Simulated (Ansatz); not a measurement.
Total energies of the cluster Si₇⁻ from Ansatz at r2SCAN-D4/def2-TZVPD, gas phase (1 Eh = 27.2114 eV = 2625.5 kJ/mol). The reference geometry is relaxed at PBE-D4/def2-SVPD.

```xyz
7

Si   -0.833    0.065    0.785
Si   -2.167   -1.808    0.830
Si    1.349    1.140    0.365
Si    0.605   -0.486   -1.328
Si   -1.603   -1.127   -1.353
Si    0.010    1.713    2.140
Si    2.638    0.502   -1.440
```

| state | geometry | energy (Eh) |
| --- | --- | --- |
| charge -1 doublet | reference | -2026.33555 |
| charge 0 singlet | reference | -2026.23691 |
| charge -1 quartet | relaxed at PBE-D4/def2-SVPD | -2026.30553 |

Question: Work out the vertical ionisation energy to the singlet.

Answer: E(charge 0 singlet) − E(charge -1 doublet) = -2026.23691 − (-2026.33555) = 0.09864 Eh = 2.68 eV. For comparison, −ε of the highest occupied level of the spin that leaves is 0.83 eV at this level, 1.85 eV less.

Question: Which of the charge -1 states is lowest, and how far above it are the others?

Answer: The doublet. quartet: -2026.30553 − (-2026.33555) = 0.03002 Eh = 78.8 kJ/mol.

The restricted singlet is unstable towards broken spin symmetry in Hartree–Fock (as tested in another run); at r2SCAN-D4/def2-TZVPD this wasn't settled. 

The structure comes from a short search, and lower isomers may exist.
